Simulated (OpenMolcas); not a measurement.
Computed levels of 4f¹¹ in ions with 65 electrons, in cm-1 above ⁴I°_15/2.

```yaml
Program: OpenMolcas 26.06
Method: MS-CASPT2, IPEA 0.25 Eh, imaginary shift 0.1 Eh
Basis: ANO-R2
Scalar_Hamiltonian: X2C, finite nucleus
Spin-orbit_coupling: RASSI with atomic mean-field integrals over the reference wave functions, term energies averaged over their components
```

Active space for each ion: 11 electrons in 7 orbitals (4f); closed shells correlated by CASPT2: 5s 5p.

```json
{"Level": "⁴I°_13/2", "Ho2+": "5580", "Tm4+": "7730"}
{"Level": "⁴I°_11/2", "Ho2+": "8830", "Tm4+": "11950"}
{"Level": "⁴I°_9/2", "Ho2+": "10970", "Tm4+": "14510"}
{"Level": "⁴F°_9/2", "Ho2+": "14610", "Tm4+": "18620"}
{"Level": "²H°_11/2(1)", "Ho2+": "17920", "Tm4+": "23130"}
{"Level": "⁴S°_3/2", "Ho2+": "18000", "Tm4+": "22720"}
{"Level": "⁴F°_7/2", "Ho2+": "19570", "Tm4+": "25120"}
{"Level": "⁴F°_5/2", "Ho2+": "21240", "Tm4+": "27220"}
{"Level": "⁴F°_3/2", "Ho2+": "21470", "Tm4+": "27490"}
```

Task: Estimate ⁴I°_9/2, ⁴F°_9/2, ²H°_11/2(1) for Er3+ from its neighbours Ho2+ and Tm4+.

Result: ⁴I°_9/2 is fine structure, which grows about as the fourth power of a screened charge, so the fourth roots are averaged: ((10970^0.25 + 14510^0.25) / 2)^4 = 12647. The calculation gives 12770, so the estimate is off by -1.0 %; the measured value is 12469 (the list in Tchang-Brillet, Wyart, Meftah and Ait Mammar, Atoms 6, 52 (2018)).
⁴F°_9/2 is another term, which grows about linearly with the charge: (14610 + 18620) / 2 = 16615. The calculation gives 16660, so the estimate is off by -0.3 %; the measured value is 15405 (the list in Tchang-Brillet, Wyart, Meftah and Ait Mammar, Atoms 6, 52 (2018)).
²H°_11/2(1) is another term, which grows about linearly with the charge: (17920 + 23130) / 2 = 20525. The calculation gives 20610, so the estimate is off by -0.4 %; the measured value is 19332 (the list in Tchang-Brillet, Wyart, Meftah and Ait Mammar, Atoms 6, 52 (2018)).

Mixed levels, with the weight of the term that names them: Ho2+ ⁴I°_9/2 (66 %), Ho2+ ⁴F°_9/2 (63 %), Ho2+ ²H°_11/2(1) (68 %), Ho2+ ⁴S°_3/2 (72 %), Ho2+ ⁴F°_3/2 (66 %), Er3+ ⁴I°_9/2 (62 %), Er3+ ⁴F°_9/2 (62 %), Er3+ ²H°_11/2(1) (64 %), Er3+ ⁴S°_3/2 (70 %), Er3+ ⁴F°_3/2 (63 %), Tm4+ ⁴I°_9/2 (54 %), Tm4+ ⁴F°_9/2 (58 %), Tm4+ ²H°_11/2(1) (59 %), Tm4+ ⁴S°_3/2 (66 %), Tm4+ ⁴F°_3/2 (60 %).

CASPT2 does not keep the components of a term degenerate, so their means are used; among the terms shown or strongly mixed into the levels shown the widest spread is 770 cm-1 (4f¹¹ ⁴I°, Er3+). Blocks of more than 70 roots (2S+1 = 2 odd) ran without multistate coupling. High states are left out of the spin-orbit mixing, which shifts the levels that they would mix with. The CASPT2 spread within a term exceeds the gap to the next term for 4f¹¹ ⁴S° and 4f¹¹ ⁴F°, so the order of their levels is uncertain, and so are names and mixing where such terms share a J (figures for Ho2+; the like holds for Er3+, Tm4+). Some levels mix across a computed gap that differs much from the measured one, so their mixing is not that of the real levels (holds for Ho2+; Er3+). Measured partners are found by configuration, term and J. A level has none where our copy of the source lacks it or the pairing is in doubt (some pairs that miss far off the trend of their configuration count as doubtful), and it then counts in no deviation. Only configurations of the active space appear.

A number in round brackets counts repeated terms of one configuration in the order of the reference energies. ° marks odd parity.
